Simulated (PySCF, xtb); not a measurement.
CH₅ClO₃Si, SMILES CO[Si](O)(O)Cl. The values are those of a single conformer.

Harmonic wavenumbers (cm⁻¹) from GFN2-xTB (xtb) at its own minimum, in rising order: 64, 110, 134, 182, 190, 246, 250, 282, 287, 353, 479, 757, 816, 833, 920, 969, 1130, 1140, 1167, 1410, 1471, 1479, 2963, 2981, 2999, 3671, 3681.

Question: What does PBE-D3(BJ)/def2-SVP (PySCF 2.14.0) give at its own minimum? (Estimate from the structure and the level; the computed values follow.)

Answer: 61, 93, 101, 150, 201, 254, 275, 300, 320, 368, 515, 741, 791, 804, 917, 972, 1124, 1137, 1175, 1419, 1422, 1427, 2938, 3017, 3054, 3771, 3774. Paired by order, the mean absolute difference is 28 cm⁻¹ and the zero-point energies are 44.3 and 44.5 kcal/mol.
